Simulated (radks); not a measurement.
Results of a calculation; reference values are marked as such.
Spin polarisation of the 5d1 shell in Hf3+. Start: [Xe] 4f14 5d(up 0.5, down 0.5); electrons of 5d are moved from spin down to spin up, other shells keep equal spins. Level of theory: scalar-relativistic Kohn-Sham, r2SCAN, spin-polarised, spherical densities, finite nucleus; meta-GGA in the generalised Kohn-Sham scheme; Fermi nuclear charge, rms radius of each element as measured or else 0.836 A^(1/3) + 0.57 fm (a radial shooting solver on a logarithmic mesh with Libxc functionals).

moment (Bohr magnetons)  E - E(0) (eV)  e(5d up) (eV)  e(5d down) (eV)  4f down minus up (eV)  5p down minus up (eV)  5s down minus up (eV)
0                                0.000        -26.695          -26.695                  0.000                 0.000                  0.000
0.25                            -0.020        -26.847          -26.531                  0.032                  0.188                  0.121
0.5                             -0.079        -26.990          -26.350                  0.064                  0.377                  0.243
0.75                            -0.181        -27.126          -26.144                  0.097                  0.566                  0.364
1                               -0.327        -27.257          -25.879                  0.130                  0.757                  0.484

At moment 1 the spin-polarisation energy is -0.327 eV and the 5d exchange splitting 1.378 eV, that is 1.378 eV per Bohr magneton; E = -I m^2/4 would give I = 1.309 eV.
